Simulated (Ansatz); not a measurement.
Correlation energies of BClH2OSi (`ClB1O[SiH2]1`) by basis set

```xyz
6

Cl    2.201    0.989   -1.377
B     0.865    0.395   -0.462
O     0.632    0.377    0.859
Si   -0.763   -0.371    0.111
H    -0.927   -1.785    0.517
H    -2.008    0.395    0.352
```

The species carries charge 0 and has multiplicity 1. All single points use the PBE0-D4/def2-TZVP geometry. Frozen core, restricted reference, Ansatz 0.2.0. CBS rows extrapolate triple and quadruple zeta; past MP2 they add the triple-zeta difference.

```json
{"basis": "def2-SVP", "HF (Eh)": "-848.88463", "MP2 corr.": "-0.49247"}
{"basis": "def2-TZVPP", "HF (Eh)": "-849.26860", "MP2 corr.": "-0.63314"}
{"basis": "def2-QZVPP", "HF (Eh)": "-849.29494", "MP2 corr.": "-0.68599"}
```

(1) Estimate the CCSD correlation energy and the (T) correction in each basis where they were run (hartree).

Results:

(1) 
```json
{"basis": "def2-SVP", "CCSD corr.": "-0.52487", "(T)": "-0.01622"}
{"basis": "def2-TZVPP", "CCSD corr.": "-0.66528", "(T)": "-0.02968"}
{"basis": "CBS(def2)", "CCSD corr.": "-0.75727", "(T)": "as TZ"}
```
